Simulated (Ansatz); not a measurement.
Abridged output of a molecular run in Ansatz:

```
Functional definition: HF
1043 factors; integrals over basis functions are off by at most 1.2e-3 eV
mean field evaluation 1: about -13074.6239 eV, gradient 2.8e1 eV
mean field evaluation 2: about -13074.6325 eV, gradient 2.8e1 eV
mean field evaluation 4: about -13077.0049 eV, gradient 5.2e0 eV
mean field evaluation 8: about -13077.0854 eV, gradient 4.8e-4 eV
mean field -13077.08537382 eV, -480.5740235209 hartree, gradient 1.7e-6 eV, S^2 0.000000; 0 other end points of the search recorded, 0 dependent functions left out
9 core orbitals not correlated: weight in the atoms' cores, before any rotation towards them, 1.000 or more for the frozen orbitals, at most 0.000 for the correlated occupied ones
reference -13077.08537382 eV, -480.5740235209 hartree; 14, 14 occupied and 81, 81 virtual orbitals, 1043 factors
second order -18.20474835 eV of doubles, -0.00000000 eV of singles
cycle   1  -18.76094078 eV  change   -5.6e-1 eV  update   1.1e-1
cycle   2  -19.34845713 eV  change   -5.9e-1 eV  update   3.5e-2
cycle   3  -19.49286184 eV  change   -1.4e-1 eV  update   1.7e-2
cycle   4  -19.49486261 eV  change   -2.0e-3 eV  update   4.6e-3
cycle   5  -19.49543009 eV  change   -5.7e-4 eV  update   1.8e-3
cycle   6  -19.49600380 eV  change   -5.7e-4 eV  update   4.9e-4
cycle   7  -19.49593180 eV  change    7.2e-5 eV  update   1.5e-4
cycle   8  -19.49594756 eV  change   -1.6e-5 eV  update   4.6e-5
cycle   9  -19.49596300 eV  change   -1.5e-5 eV  update   1.7e-5
perturbative correction -0.66366840 eV, -0.0243893638 hartree
Total energy: -13097.24500521 eV, -481.3148763101 hartree
```

Its atoms:

Cartesian coordinates in Å:
```
C -0.259 2.491 -0.234
O 0.618 1.664 0.546
C 0.447 0.399 0.398
C 0.309 -0.798 0.278
Si 0.114 -2.585 0.106
H -0.111 2.290 -1.297
H 0.013 3.518 -0.001
H -1.296 2.298 0.044
H -0.968 -2.874 -0.870
H 1.375 -3.203 -0.380
H -0.243 -3.199 1.411
```

(1) Which basis set was used?
A. def2-SVP
B. cc-pV(T+d)Z
C. def2-SVPD
D. def2-TZVPP

(2) Write the keys of the input that set method, charge and spin (a neutral closed shell needs none for the last two).

## Answers

(1) A. It gives 104 functions.

(2) 
```yaml
correlation: {method: ccsd_t}
```
